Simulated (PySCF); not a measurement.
B₂F₃, SMILES F[B]B(F)F (connectivity only; charge and spin as stated), charge +1, multiplicity 1. Atoms are numbered in the order given.

```xyz
5

F      0.0000     0.0000    -2.3041
B      0.0000     0.0000    -1.0792
B      0.0000     0.0000     0.6985
F      0.0000     1.1596     1.2578
F      0.0000    -1.1596     1.2578
```
Charge +1, spin multiplicity 1.

The structure is a stationary point at ωB97X-D3(BJ)/def2-SVP. The multiplicity is an assumed one; other spin states were not compared. The isomer is the one that the SMILES or the coordinates give; other isomers of the formula were not compared. The values are those of a single conformer.

Calculation: PBE/pcSseg-2 run with PySCF.

GIAO shieldings, no solvent; atoms alike by connectivity are averaged. δ = σ(ref) − σ: ¹⁹F against CFCl3 (σ = 132.0 ppm); ¹¹B against BF3 (σ = 83.1 ppm), references at their B3LYP-D3(BJ)/def2-TZVP geometries, non-relativistic.

Computed chemical shifts:
| nucleus | atoms | count | δ (ppm) |
|---|---|---|---|
| ¹⁹F | F1 | 1 | -17.0 |
| ¹⁹F | F4, F5 | 2 | -25.8 |
| ¹¹B | B2 | 1 | 3.9 |
| ¹¹B | B3 | 1 | 2.4 |
